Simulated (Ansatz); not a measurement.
Computed with Ansatz on PBE0-D4/def2-TZVP structures; ΔE is electronic, products minus reactants. CCSD(T)/CBS is the MP2 limit (def2-TZVPP, def2-QZVPP) plus CCSD(T) − MP2 in def2-TZVPP, frozen cores. Functionals use def2-TZVPP. B3LYP here is the variant with VWN-RPA as its local correlation; programs differ in this. HSE06 is defined as in plane-wave codes. For Ge outer-core shells are correlated without core-valence functions, which leaves a few kJ/mol of doubt a bond. Scalar relativity is left out up to krypton. One conformer a species, not always the lowest.

`C[C]1(F)[CH2][GeH2]1` → `C[CH](C)[Ge][F]`  (isomerisation)

```
             level  ΔE (kcal/mol)  difference from CCSD(T)/CBS
           BLYP-D4          -55.8                         -5.2
           PBE0-D4          -48.1                          2.5
          B3LYP-D4          -54.5                         -3.9
           ωB97X-V          -49.6                          1.0
               PBE          -48.2                          2.4
             B3LYP          -53.7                         -3.1
             HSE06          -47.6                          3.0
     CCSD/def2-SVP          -50.9                         -0.3
     HF/def2-TZVPP          -56.0                         -5.4
SCS-MP2/def2-TZVPP          -50.6                          0.0
       CCSD(T)/CBS          -50.6                            0
```

Largest T1 diagnostic among the species: 0.013.

The D4 term adds −0.8 kcal/mol with B3LYP and −0.4 kcal/mol with PBE0; it sums over pairs of atoms, weighted by their polarisabilities, and B3LYP, whose exchange is more repulsive, gets the larger term. At CCSD(T), def2-SVP lies +0.9 kcal/mol from the extrapolated value and def2-TZVPP +1.8 kcal/mol.
